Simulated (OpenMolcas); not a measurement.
## 5d3 along the 71-electron sequence

* Program: OpenMolcas 26.06
* Method: SS-CASPT2, IPEA 0.25 Eh, imaginary shift 0.1 Eh
* Basis: ANO-RCC-VTZP
* Scalar Hamiltonian: DKH2, point nucleus
* Spin-orbit coupling: state interaction with AMFI integrals over the reference wave functions, term energies averaged over their components

Active space for each ion: 3 electrons in 5 orbitals (5d); closed shells correlated by CASPT2: 5s 5p.

Computed levels in cm-1 above 4F 3/2:

```json
{"Level": "4F 5/2", "Ta2+": "2530", "W3+": "3610", "Re4+": "4870", "Os5+": "6470", "Ir6+": "8400", "Pt7+": "10420"}
{"Level": "4F 7/2", "Ta2+": "4980", "W3+": "6910", "Re4+": "9050", "Os5+": "11610", "Ir6+": "14560", "Pt7+": "17530"}
{"Level": "4P 1/2", "Ta2+": "10940", "W3+": "12770", "Re4+": "15340", "Os5+": "17700", "Ir6+": "20310", "Pt7+": "23090"}
{"Level": "2G 7/2", "Ta2+": "12490", "W3+": "16090", "Re4+": "19530", "Os5+": "23380", "Ir6+": "27910", "Pt7+": "32570"}
{"Level": "2H 9/2", "Ta2+": "13140", "W3+": "16970", "Re4+": "20370", "Os5+": "24460", "Ir6+": "29320", "Pt7+": "34310"}
{"Level": "4P 5/2", "Ta2+": "14520", "W3+": "18070", "Re4+": "21540", "Os5+": "25510", "Ir6+": "29840", "Pt7+": "34330"}
{"Level": "2P 1/2", "Ta2+": "16560", "W3+": "20100", "Re4+": "25600", "Os5+": "30440", "Ir6+": "35980", "Pt7+": "41700"}
{"Level": "2H 11/2", "Ta2+": "17940", "W3+": "23170", "Re4+": "27560", "Os5+": "32680", "Ir6+": "38510", "Pt7+": "44370"}
{"Level": "2D 5/2(1)", "Ta2+": "18750", "W3+": "24460", "Re4+": "29700", "Os5+": "35310", "Ir6+": "41550", "Pt7+": "47850"}
{"Level": "weight of 4F in the lowest level (%)", "Ta2+": "90", "W3+": "88", "Re4+": "86", "Os5+": "82", "Ir6+": "79", "Pt7+": "76"}
```

Mixed levels, with the weight of the term that names them: Ta2+ 4P 1/2 (71 %), Ta2+ 2H 9/2 (52 %), Ta2+ 2P 1/2 (71 %), W3+ 4P 1/2 (65 %), W3+ 2H 9/2 (54 %), W3+ 2P 1/2 (65 %), Re4+ 4P 1/2 (73 %), Re4+ 2H 9/2 (57 %), Re4+ 2P 1/2 (73 %), Os5+ 4P 1/2 (71 %), Os5+ 2H 9/2 (57 %), Os5+ 2P 1/2 (71 %), Ir6+ 4P 1/2 (71 %), Ir6+ 2H 9/2 (55 %), Ir6+ 2P 1/2 (71 %), Pt7+ 4P 1/2 (70 %), Pt7+ 2G 7/2 (74 %), Pt7+ 2H 9/2 (54 %), Pt7+ 2P 1/2 (70 %).

Measured, with the error of the calculation in %. Measured levels: W3+ from the list in J. Phys. B 45, 035001 (2012); Re4+ from the list in Brasseur, Gamrath and Quinet, At. Data Nucl. Data Tables 157, 101636 (2024); Os5+ from the list in Brasseur, Palmeri and Quinet, Atoms 13, 11 (2025).

| Level | W3+ | Re4+ | Os5+ |
| --- | --- | --- | --- |
| 4F 5/2 | 3537 (+1.9) | 4853 (+0.3) | 6397 (+1.2) |
| 4F 7/2 | 6745 (+2.5) | 8973 (+0.9) | 11444 (+1.5) |
| 4P 1/2 | 11773 (+8.4) | 14325 (+7.1) | 16772 (+5.5) |
| 2G 7/2 | 15261 (+5.4) | 19013 (+2.7) | 22920 (+2.0) |
| 2H 9/2 |  | 19967 (+2.0) | 24028 (+1.8) |
| 4P 5/2 | 17190 (+5.1) | 20922 (+2.9) | 24828 (+2.8) |
| 2P 1/2 | 18365 (+9.4) | 23669 (+8.2) | 28860 (+5.5) |
| 2H 11/2 | 22223 (+4.3) | 27077 (+1.8) | 32156 (+1.6) |
| 2D 5/2(1) | 22766 (+7.4) | 28739 (+3.3) | 34418 (+2.6) |

The fine-structure level 4F 7/2 changes by a factor of 3.52 from Ta2+ to Pt7+. Its fourth root runs 8.40, 9.12, 9.75, 10.38, 10.98, 11.51, with steps per unit of Z of 0.72, 0.64, 0.63, 0.60, 0.52; equal steps would mean a (Z - σ)^4 law with constant σ.

4P 1/2 changes by a factor of 2.11 over the same range, with steps per unit of Z of +1830, +2570, +2360, +2610, +2780 cm-1.

Term energies are means over components that CASPT2 splits; among the terms shown or strongly mixed into the levels shown the widest spread is 2000 cm-1 (5d3 2H, Ta2+). The CASPT2 spread within a term exceeds the gap to the next term for 5d3 2P and 5d3 2D(1), 5d3 2D(1) and 5d3 2H, so the order of their levels is uncertain, and so are names and mixing where such terms share a J (figures for Ta2+; the like holds for W3+, Re4+, Os5+, Ir6+, Pt7+). Configurations with an s electron lie low in 5d ions of this charge, fall among these levels and mix in, so low-spin terms can stand far too high, up to twice their true height, and weights are not those of the real levels (holds for Ta2+). Measured partners are found by configuration, term and J. A level has none where our copy of the source lacks it or the pairing is in doubt (some pairs that miss far off the trend of their configuration count as doubtful), and it then counts in no deviation. Only configurations of the active space appear.

A number in round brackets counts repeated terms of one configuration in the order of the reference energies.
